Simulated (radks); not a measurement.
Question: The table gives one normalised radial function P(r) = r R(r) of Tc in [Kr] 4d5 5s2 (r in bohr). Calculated with a radial shooting solver on a logarithmic mesh with Libxc functionals: scalar-relativistic Kohn-Sham, SCAN, spin-unpolarised, spherical densities, finite nucleus; meta-GGA in the generalised Kohn-Sham scheme; Fermi nuclear charge, rms radius 4.4112 fm.

r	P
0.002478	0.0027
0.003879	0.0060
0.006071	0.0134
0.009502	0.0292
0.01499	0.0624
0.02347	0.1236
0.03673	0.2200
0.05749	0.3261
0.0907	0.3366
0.142	0.0873
0.2222	-0.3789
0.3478	-0.5146
0.5487	0.1727
0.8588	0.9678
1.344	0.8812
2.104	0.3207
3.319	0.0446
5.195	0.0016
8.132	0.0000
12.73	0.0000

Which n and l does it have? It may be an empty orbital.

Answer: n = 4, l = 1: the number of nodes gives n - l - 1 = 2, the rise at small r (about r^(l+1), flatter next to the nucleus through relativity) gives l, and the extent must fit the shell. The curve is that of 4p. 4p: eigenvalue -46.784 eV, 2 radial nodes at r = 0.155, 0.505 bohr, <r> = 1.17 bohr, 90 % of the charge inside 1.74 bohr.
